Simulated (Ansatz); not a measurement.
The cluster Ag₉⁺, relaxed as a singlet with RKS r2SCAN-D4/def2-SVP in Ansatz, starting from the GFN1-xTB geometry. Force threshold 0.02 eV/Å.

In the def2 sets Ag takes a core potential; there is no spin–orbit coupling. The relaxation made no stability test and no search for a lower SCF solution. No other spin state of charge 1 was run. Another isomer (singlet) lies 0.18 eV lower at PBE0-D4/def2-TZVP; other spin states weren't run for this one.

Start:

```tsv
atom	x (Å)	y (Å)	z (Å)
Ag1	1.443	-1.148	-1.510
Ag2	-0.997	-0.040	-0.478
Ag3	-0.344	1.191	2.032
Ag4	-0.607	-2.762	-0.325
Ag5	1.643	1.260	-0.003
Ag6	1.108	-1.147	1.317
Ag7	-1.711	-1.319	1.853
Ag8	0.286	1.264	-2.534
Ag9	-0.821	2.702	-0.353
```

```csv
step,energy (eV),largest force component (eV/Å),SCF passes
1,-36005.5174,0.358,24
2,-36005.5807,0.304,23
3,-36005.6026,0.016,22
```

Force components are those of the run's own axes.

End:

```xyz
9

Ag    1.464   -1.119   -1.449
Ag   -1.018   -0.042   -0.488
Ag   -0.283    1.167    2.013
Ag   -0.628   -2.694   -0.344
Ag    1.648    1.226    0.022
Ag    1.129   -1.113    1.305
Ag   -1.709   -1.281    1.791
Ag    0.240    1.223   -2.494
Ag   -0.842    2.633   -0.357
```

By distances, no bond broke or formed. The bond that changes most is Ag5–Ag6, from 2.80 to 2.72 Å (atoms count from 1).

No frequencies were taken in this run, so the end may be a saddle point.

Hardware: 4 threads of Arm Neoverse N1 on a shared host. Wall time 1.7 min, peak host memory 0.72 GiB.
